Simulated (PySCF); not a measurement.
CsBr, SMILES [Br][Cs].

Geometry: PBE0-D3(BJ)/def2-TZVPD. The def2 effective core potentials stand for the cores of Cs; spin–orbit coupling is left out.

The numbers are results of PBE0-D3(BJ)/def2-TZVPD (PySCF), not measurements.

Frequencies are harmonic and unscaled.

| mode | ν (cm⁻¹) | IR (km/mol) | moving atoms (share of kinetic energy) |
|---|---|---|---|
| 1 | 146 | 30.3 | Br 62 %, Cs 38 % |
